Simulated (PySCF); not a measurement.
## How methods differ on the interval between two levels of Si²⁺

Si²⁺ [Ne] 3s2 → Si²⁺ [Ne] 3s1 3p1 [3P2, M_J = 2], as a difference of total energies. Computed with PySCF 2.14 in x2c-TZVPall-2c, with the two-component X2C-1e Hamiltonian. Correlated levels: [Ne] frozen; the 6 highest virtual spinors dropped. "Screened" scales the spin-orbit matrix elements by Boettger's factors to mimic the two-electron term; Breit and QED terms are absent.

```json
{"method": "GHF (spin-free)", "interval between two levels (cm⁻¹)": "43539"}
{"method": "GMP2 (spin-free)", "interval between two levels (cm⁻¹)": "49508"}
{"method": "GHF (screened spin-orbit)", "interval between two levels (cm⁻¹)": "43676"}
{"method": "GMP2 (screened spin-orbit)", "interval between two levels (cm⁻¹)": "49645"}
```

The labels give the starting determinants; with spin-orbit coupling the two ends relaxed to ⟨J²⟩ = 0.00, ⟨L²⟩ = 0.00, ⟨S²⟩ = 0.00 and ⟨J²⟩ = 6.01, ⟨L²⟩ = 2.01, ⟨S²⟩ = 2.00.
